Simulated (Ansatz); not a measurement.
C$_{3}$H$_{9}$GaO$_{2}$ (`C[CH](C)[Ga]([OH])[OH]`). Total charge 0; spin multiplicity 1. The structure was optimised at the PBE0-D4/def2-TZVP level. It is one conformer, not always the lowest.

```xyz
15

C    -0.953    0.980   -0.958
C     0.306    0.376   -0.348
C     0.869   -0.748   -1.213
Ga    0.005   -0.220    1.516
O     1.159   -1.154    2.509
O    -1.480    0.091    2.459
H    -1.760    0.244   -1.031
H    -1.330    1.826   -0.377
H    -0.759    1.344   -1.973
H     1.067    1.163   -0.274
H     1.089   -0.386   -2.224
H     1.795   -1.163   -0.807
H     0.158   -1.573   -1.317
H     1.981   -1.360    2.062
H    -2.147    0.582    1.975
```

What is the dipole moment at ωB97M-V/def2-TZVPP? (Estimate.)

Ansatz gave: 3.91 D, with components (0.68, 1.18, -3.66) D in this frame, pointing from negative to positive charge.

And with PBE, r2SCAN, B3LYP? (An estimate is asked.)

Computed: PBE 3.69 D, r2SCAN 3.81 D, B3LYP 3.92 D.

Give the Mulliken charges with ωB97M-V, B3LYP, r2SCAN in def2-TZVPP. (Best estimate.)

The calculation gave: 
| atom | ωB97M-V | B3LYP | r2SCAN |
| --- | --- | --- | --- |
| C1 | -0.35 | -0.28 | -0.18 |
| C2 | -0.21 | -0.08 | -0.05 |
| C3 | -0.32 | -0.27 | -0.15 |
| Ga4 | 0.61 | 0.57 | 0.56 |
| O5 | -0.40 | -0.41 | -0.42 |
| O6 | -0.40 | -0.41 | -0.42 |
| H7 | 0.12 | 0.09 | 0.05 |
| H8 | 0.11 | 0.09 | 0.05 |
| H9 | 0.11 | 0.08 | 0.04 |
| H10 | 0.10 | 0.06 | 0.03 |
| H11 | 0.11 | 0.08 | 0.04 |
| H12 | 0.10 | 0.08 | 0.04 |
| H13 | 0.11 | 0.09 | 0.05 |
| H14 | 0.15 | 0.16 | 0.18 |
| H15 | 0.15 | 0.16 | 0.18 |

B3LYP here is the variant with VWN-RPA as its local correlation; programs differ in this.
